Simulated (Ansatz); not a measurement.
Calculated with Ansatz (gas phase, PBE0-D4/def2-TZVP geometries, no zero-point term in ΔE). CBS: MP2 limit from def2 TZ/QZ plus the TZ coupled-cluster correction, frozen cores. DFT in def2-TZVPP. B3LYP here is the variant with VWN-RPA as its local correlation; programs differ in this. Elements past krypton have def2 core potentials. For Ga, In outer-core shells are correlated without core-valence functions, which leaves a few kJ/mol of doubt a bond. Scalar relativity is left out up to krypton. One conformer a species, not always the lowest.

Reaction (redistribution): `[CH3][In]([OH])[OH]` + `[SiH3][SiH2][CH2][GaH2]` → `[CH3][In]([OH])[GaH2]` + `OC[SiH2][SiH3]`

```csv
level,ΔE (kcal/mol),difference from CCSD(T)/CBS
PBE-D4,18.3,-5.7
r2SCAN-D4,21.1,-2.9
PBE0-D4,18.9,-5.1
B3LYP-D4,19.3,-4.7
ωB97X-V,21.1,-2.9
ωB97M-V,20.9,-3.1
B2PLYP,21.3,-2.7
PBE,17.5,-6.5
r2SCAN,20.9,-3.1
PBE0,18.2,-5.8
B3LYP,18.0,-6.0
HF/def2-TZVPP,19.1,-4.9
MP2/def2-TZVPP,25.8,1.8
SCS-MP2/def2-TZVPP,24.2,0.2
CCSD/def2-TZVPP,22.0,-2.0
CCSD(T)/def2-TZVPP,22.8,-1.2
HF/def2-QZVPP,19.4,-4.6
MP2/def2-QZVPP,26.6,2.6
SCS-MP2/def2-QZVPP,25.1,1.1
HF/CBS(def2),19.4,-4.6
MP2/CBS(def2),27.1,3.1
CCSD/CBS(def2),23.3,-0.7
CCSD(T)/CBS,24.0,0
```

Largest T1 diagnostic among the species: 0.016.

In def2-TZVPP, CCSD(T) changes the Hartree–Fock value by +3.6 kcal/mol (the triples alone add +0.8 kcal/mol) and MP2 by +6.7 kcal/mol. The D4 term adds +1.3 kcal/mol with B3LYP and +0.7 kcal/mol with PBE0; it sums over pairs of atoms, weighted by their polarisabilities, and B3LYP, whose exchange is more repulsive, gets the larger term.
